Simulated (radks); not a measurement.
Spin polarisation of the 5d4 shell in neutral tungsten. Start: [Xe] 4f14 5d(up 2, down 2) 6s2; electrons of 5d are moved from spin down to spin up, other shells keep equal spins. Calculated with a radial shooting solver on a logarithmic mesh with Libxc functionals: scalar-relativistic Kohn-Sham, SCAN, spin-polarised, spherical densities, finite nucleus; meta-GGA in the generalised Kohn-Sham scheme; Fermi nuclear charge, rms radius of each element as measured or else 0.836 A^(1/3) + 0.57 fm.

moment (Bohr magnetons)  E - E(0) (eV)  e(5d up) (eV)  e(5d down) (eV)  6s down minus up (eV)  4f down minus up (eV)  5p down minus up (eV)
0                                0.000         -4.468           -4.468                 0.000                  0.000                 0.000
1                               -0.166         -4.787           -4.125                  0.643                  0.117                  0.550
2                               -0.661         -5.060           -3.726                  1.124                  0.233                  1.113
3                               -1.524         -5.283           -3.182                  1.369                  0.348                  1.693

At moment 3 the spin-polarisation energy is -1.524 eV and the 5d exchange splitting 2.101 eV, that is 0.700 eV per Bohr magneton; E = -I m^2/4 would give I = 0.677 eV.
